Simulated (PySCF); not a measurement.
Dissociation curve of SMILES BO. The B1–O4 bond (B1 also carries H, H; O4 carries H) is varied alone, starting from the PBE0/def2-TZVP optimised geometry.

Computed with PySCF with CCSD(T) on UHF/cc-pVDZ, 2 core orbitals frozen.

**Question.** Relative to R = 1.35 Å, what are the energies at R = 1.09, 1.43, 2.04, 2.45 Å?

**Answer.** 276.8 kJ/mol at 1.09 Å, 8.5 kJ/mol at 1.43 Å, 329.5 kJ/mol at 2.04 Å, 514.0 kJ/mol at 2.45 Å.

The unrestricted determinant behind UCCSD(T) is spin-contaminated at 2.20 to 4.71 Å (<S²> up to 1.0, against 0.00 for a pure singlet).
